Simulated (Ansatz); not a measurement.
Computed with Ansatz on PBE0-D4/def2-TZVP structures; ΔE is electronic, products minus reactants. CBS: MP2 limit from def2 TZ/QZ plus the TZ coupled-cluster correction, frozen cores. This one scheme is used for every species. DFT in def2-TZVPP. B3LYP here is the variant with VWN-RPA as its local correlation; programs differ in this. One conformer a species, not always the lowest.

`C=C[SiH](Cl)N[SiH2]Cl` + CH₄ → `C[SiH](Cl)N[SiH2]Cl` + ethylene  (formal exchange of groups at the Si–C bond)

Q: Is it downhill or uphill in electronic energy at CCSD(T)/CBS, and by how much? (Estimate.)

A: The calculation gave: Uphill: ΔE = +1.1 kcal/mol.

Q: What do these levels give: PBE-D4, r2SCAN-D4, B3LYP-D4, ωB97M-V, PBE, PBE0, B3LYP, CCSD/def2-TZVPP, MP2/def2-QZVPP, SCS-MP2/def2-QZVPP, HF/CBS(def2), MP2/CBS(def2)? (Estimate.)

A: The calculation gave: PBE-D4 1.5, r2SCAN-D4 1.4, B3LYP-D4 1.7, ωB97M-V 0.9, PBE 0.8, PBE0 0.6, B3LYP 0.7, CCSD/def2-TZVPP 1.0, MP2/def2-QZVPP 1.8, SCS-MP2/def2-QZVPP 1.6, HF/CBS(def2) 0.4, MP2/CBS(def2) 1.8 kcal/mol.

Largest T1 diagnostic among the species: 0.011.

The D4 term adds +1.0 kcal/mol with B3LYP and +0.6 kcal/mol with PBE0; it sums over pairs of atoms, weighted by their polarisabilities, and B3LYP, whose exchange is more repulsive, gets the larger term. In def2-TZVPP, CCSD(T) changes the Hartree–Fock value by +0.9 kcal/mol (the triples alone add +0.4 kcal/mol) and MP2 by +1.5 kcal/mol.
